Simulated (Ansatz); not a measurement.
Geometry optimisation, RKS B3LYP/def2-SVP in Ansatz 0.2.0.

Input:

```yaml
crystal:
  periodic: [false, false, false]
  atoms:
    - { symbol: Ge, position_ang: [0.0, 0.0, 0.0] }
    - { symbol: F, position_ang: [0.0, 0.0, 1.68] }
    - { symbol: Cl, position_ang: [2.0935, 0.0, -0.7393] }
    - { symbol: Cl, position_ang: [-1.0456, 1.8115, -0.7393] }
    - { symbol: H, position_ang: [-0.73, -1.2648, -0.5162] }
basis:
  gaussian: { orbitals: def2-SVP }
hamiltonian:
  xc: b3lyp
relax:
  f_tol: 0.02
  max_steps: 40
output:
  orbitals: {}
```

Launched with:

```bash
$ ansatz run input.yaml --threads 1 --pin off --max-ram 2048MiB --backend cpu --events-out ev --progress --plain --runs-dir out
```

Question: Where does it end, and by what steps?

Answer: The forces met the threshold. After 3 steps the energy has fallen by 0.140 eV; Cl3 moved furthest, 0.06 Å.

```tsv
step	energy less start (eV)	largest force component (eV/Å)	accepted
0	0.0000	2.699	yes
1	-0.1232	0.923	yes
2	-0.1396	0.120	yes
3	-0.1400	0.010	yes
```

```xyz
5
Properties=species:S:1:pos:R:3
Ge -0.004 -0.007 -0.058
F 0.016 0.027 1.674
Cl 2.041 0.020 -0.708
Cl -1.002 1.777 -0.708
H -0.733 -1.270 -0.515
```

The run took 9.4 s on 1 thread of Intel(R) Xeon(R) Platinum 8488C (Sapphire Rapids), on a shared host, peak memory 0.21 GiB.
